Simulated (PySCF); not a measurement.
Rigid-rotor lines calculated for a species of formula C3H8FNSi (commonest isotopes; PBE0-D3(BJ)/def2-SVP geometry optimisation, gas phase (PySCF 2.14.0)), labelled J(Ka,Kc):

```json
{"transition": "2(0,2) ← 1(0,1)", "MHz": "5613.4"}
{"transition": "1(0,1) ← 0(0,0)", "MHz": "2809.9"}
{"transition": "2(1,2) ← 1(1,1)", "MHz": "5421.0"}
{"transition": "1(1,1) ← 0(0,0)", "MHz": "7340.1"}
{"transition": "2(1,1) ← 1(1,0)", "MHz": "5818.7"}
```

(1) Find the rotational constants.

(2) What moments of inertia, asymmetry and inertial defect follow?

(3) Which dipole components do these lines need?

(4) Where do these fall, and of which type are they? 2(2,0) ← 1(1,0); 2(1,1) ← 2(1,2); 1(1,0) ← 0(0,0); 2(1,1) ← 1(0,1); 1(1,1) ← 1(0,1); 2(2,1) ← 2(1,1); 2(2,1) ← 1(1,1).

(5) Which structure gave them?

Answers

(1) 1(0,1) ← 0(0,0) is B + C, 2(1,1) ← 1(1,0) is 3B + C and 2(1,2) ← 1(1,1) is B + 3C, so B − C is half the difference of the last two, 198.8 MHz. 1(1,1) ← 0(0,0) is A + C. A = 6034.6, B = 1504.4, C = 1305.5 MHz.

(2) I = 505379 MHz·u·Å² over each constant: Ia = 83.75, Ib = 335.94, Ic = 387.10 u·Å²; κ = (2B − A − C)/(A − C) = -0.916 (near-prolate asymmetric top); Δ = Ic − Ia − Ib = -32.58 u·Å².

(3) μa and μb (a-type: ΔKa even, ΔKc odd; b-type: both odd). The calculation gives |μa| = 0.82 D, |μb| = 0.26 D, |μc| = 0.35 D.

(4) 
```
     transition    MHz  type  branch
2(1,1) ← 2(1,2)    597     a       Q
1(1,1) ← 1(0,1)   4530     c       Q
1(1,0) ← 0(0,0)   7539     c       R
2(1,1) ← 1(0,1)  10548     c       R
2(2,1) ← 2(1,1)  13591     c       Q
2(2,0) ← 1(1,0)  19416     c       R
2(2,1) ← 1(1,1)  19608     c       R
```

(5) `C=C(F)[SiH2]NC`, point group C1. Three constants can't fix a structure by themselves; this is the one that was computed:
```xyz
14
C3H8FNSi angstrom
C      2.859   -0.248   -0.105
C      1.682    0.374   -0.122
F      1.459    1.351   -1.030
Si     0.212    0.077    1.023
N     -1.171    0.047   -0.007
C     -2.526   -0.205    0.416
H      3.656    0.023   -0.803
H      3.040   -1.048    0.616
H      0.197    1.150    2.075
H      0.395   -1.228    1.729
H     -1.090    0.586   -0.864
H     -2.530   -0.902    1.270
H     -3.076    0.701    0.737
H     -3.113   -0.687   -0.383
```

The values belong to one conformer (point group C1) with, in the numbering `[CH2:1]=[C:2]([F:3])[SiH2:4][NH:5][CH3:6]`, C1–C2–Si4–N5 -136°, C2–Si4–N5–C6 177°. Stationary, but not proved a minimum. These are rigid-rotor constants of the computed structure; measured ground-state constants (B0) also hold zero-point vibration. A rigid rotor knows nothing of inversion at nitrogen or internal rotation, which can split or shift real lines. Quadrupole hyperfine structure (14N) is left out.

Time: 29 s of wall time; peak memory 0.50 GiB. Hardware: one thread of an Intel Xeon 6975P-C, shared host. These figures are those of the optimisation.
